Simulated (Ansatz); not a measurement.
Stepwise reaction of `N[Si](Cl)(Cl)[Si](N)(Cl)Cl` with hydrogen, as a gas-phase model of exchange steps in deposition or etching. ΔE in kJ/mol.

Calculated with Ansatz (gas phase, PBE0-D4/def2-TZVP geometries, no zero-point term in ΔE). CBS: MP2 limit from def2 TZ/QZ plus the TZ coupled-cluster correction, frozen cores. This one scheme is used for every species. DFT in def2-TZVPP. B3LYP here is the variant with VWN-RPA as its local correlation; programs differ in this. Each species was taken in one conformer, which may not be the lowest.

| step | reaction | PBE-D4 | B3LYP-D4 | ωB97M-V | CCSD(T)/CBS |
| --- | --- | --- | --- | --- | --- |
| 2 | `N[SiH](Cl)[Si](N)(Cl)Cl` + H₂ → `N[SiH2][Si](N)(Cl)Cl` + HCl | 100.0 | 99.4 | 99.1 | 98.0 |

Question: Give the row of step 1, `N[Si](Cl)(Cl)[Si](N)(Cl)Cl` + H₂ → `N[SiH](Cl)[Si](N)(Cl)Cl` + HCl. (Estimate.)

Answer: Computed: 
```csv
step,reaction,PBE-D4,B3LYP-D4,ωB97M-V,CCSD(T)/CBS
1,`N[Si](Cl)(Cl)[Si](N)(Cl)Cl` + H₂ → `N[SiH](Cl)[Si](N)(Cl)Cl` + HCl,78.1,77.6,77.8,76.7
```

Question: By hand: ΔE of the 2 steps together at CCSD(T)/CBS.

Answer: (76.7) + (98.0) = 174.7 kJ/mol, or 87.3 kJ/mol a step.

In ΔE each step is higher than the one before. All are uphill at CCSD(T)/CBS. PBE-D4 differs from CCSD(T)/CBS by 1.4 to 2.0 kJ/mol a step. Isolated molecules leave out the surface, adducts and barriers. Largest T1 diagnostic: 0.010.
